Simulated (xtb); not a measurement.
FGa, singlet, geometry from GFN2-xTB (such geometries of metal compounds can be far from the true shape).

Input for xtb:
```
$ xtb mol.xyz --gfn 2 --json

# file mol.xyz
2

Ga    -0.00000000    -0.00000000    -0.40479707
F      0.00000000     0.00000000     1.39430103
```

What does this run give for the dipole moment, total energy, partial charges in atom order, HOMO-LUMO gap?


- dipole moment = 3.60 D
- total energy = -6.0380 Eh
- partial charges in atom order = Ga1 0.37, F2 -0.37
- HOMO-LUMO gap = 6.43 eV
